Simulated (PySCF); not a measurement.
C9H6O2S, SMILES c1oc(cc1)C(c1cccs1)=O at its GFN2-xTB optimised geometry (Å):

```
18

O     -0.8889    -2.4034     0.0000
C     -0.4567    -1.2612     0.0000
C     -1.3677    -0.1165     0.0000
C     -2.7446    -0.1165     0.0000
C     -3.1378     1.2350     0.0000
C     -1.9808     1.9604     0.0000
O     -0.9145     1.1576     0.0000
C      0.9781    -0.9951     0.0000
C      1.9467    -1.9718     0.0000
C      3.2506    -1.4560     0.0000
C      3.2658    -0.0929    -0.0001
S      1.6945     0.5845     0.0002
H     -3.3699    -0.9851     0.0000
H     -4.1374     1.6181     0.0000
H     -1.7997     3.0176     0.0000
H      1.6981    -3.0176     0.0001
H      4.1374    -2.0637     0.0001
H      4.1195     0.5564     0.0000
```

Computed with PBE/def2-SVP (PySCF). Cells within 0.4 Å of a nucleus heavier than hydrogen are left out (blank, or x).

Map of the Laplacian of the electron density (e/bohr⁵), clipped to [-1.50, 1.50] on the plane z = 0.0 Å:

```
|555555555555555555555555555|
|555555555555555555555555555|
|555555555555555555555555555|
|555555555555555555555555555|
|555555555555555555555555555|
|555555555555555555555555555|
|555555555555555555555555555|
|555555555145555555555555555|
|555555555145555555555555555|
|555554553x56555555555555555|
|5555502x252x555545555555555|
|5555556x566x255499555555555|
|5555555255536554xx354055555|
|5555555xx2xx5554554xx455555|
|555555415491555345533555555|
|555555035553x21x45632555555|
|555555555555x454243xx455555|
|55555555556036555x243045555|
|55555555555x065542555555555|
|555555555566655523555555555|
|555555555555555555555555555|
|555555555555555555555555555|
|555555555555555555555555555|
|555555555555555555555555555|
|555555555555555555555555555|
|555555555555555555555555555|
|555555555555555555555555555|
```
Scale: ten equal steps from -1.50 (start of '0') to 1.50 (end of '9'), in the order '0123456789'; x runs from -6.50 to 6.50, y from -6.50 (bottom) to 6.50 (top).
